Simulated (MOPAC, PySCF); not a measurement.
H2AlBr, SMILES `[AlH2][Br]`, neutral singlet in the gas phase. 

Z-matrix (Å, degrees):
```
Al
H 1 1.5694
H 1 1.5694 2 124.83
Br 1 2.2671 2 117.58 3 180.00
```
Charge 0, spin multiplicity 1.

All levels are single points at this geometry (B3LYP-D3(BJ)/def2-TZVP); Pople sets use spherical d functions. Orbital energies aren't observables, and empty levels follow the basis.

```json
[
 {"level": "B3LYP-D3(BJ)/def2-TZVP in PySCF", "HOMO (eV)": "-8.03", "LUMO (eV)": "-1.96", "gap (eV)": "6.07", "dipole (D)": "1.25", "vertical IE, Delta-SCF (eV)": "10.49"},
 {"level": "B3LYP/6-311+G** (LANL2DZ on Br) in PySCF", "HOMO (eV)": "-8.00", "LUMO (eV)": "-2.02", "gap (eV)": "5.98", "dipole (D)": "1.62", "vertical IE, Delta-SCF (eV)": "–"},
 {"level": "B3LYP/LANL2DZ in PySCF", "HOMO (eV)": "-7.94", "LUMO (eV)": "-2.17", "gap (eV)": "5.77", "dipole (D)": "2.08", "vertical IE, Delta-SCF (eV)": "–"},
 {"level": "M06-2X/6-31G* in PySCF", "HOMO (eV)": "-9.39", "LUMO (eV)": "-1.24", "gap (eV)": "8.15", "dipole (D)": "1.73", "vertical IE, Delta-SCF (eV)": "–"},
 {"level": "PBE/6-31G* in PySCF", "HOMO (eV)": "-6.95", "LUMO (eV)": "-2.52", "gap (eV)": "4.43", "dipole (D)": "1.37", "vertical IE, Delta-SCF (eV)": "10.18"},
 {"level": "SVWN5/6-31G* in PySCF", "HOMO (eV)": "-7.03", "LUMO (eV)": "-2.74", "gap (eV)": "4.29", "dipole (D)": "1.43", "vertical IE, Delta-SCF (eV)": "10.27"},
 {"level": "HF/3-21G in PySCF", "HOMO (eV)": "-10.84", "LUMO (eV)": "0.79", "gap (eV)": "11.63", "dipole (D)": "2.25", "vertical IE, Delta-SCF (eV)": "–"},
 {"level": "PM6 in MOPAC", "HOMO (eV)": "-10.65", "LUMO (eV)": "0.09", "gap (eV)": "10.75", "dipole (D)": "1.92", "vertical IE, Delta-SCF (eV)": "–"},
 {"level": "PM7 in MOPAC", "HOMO (eV)": "-11.38", "LUMO (eV)": "-2.00", "gap (eV)": "9.39", "dipole (D)": "0.67", "vertical IE, Delta-SCF (eV)": "–"}
]
```
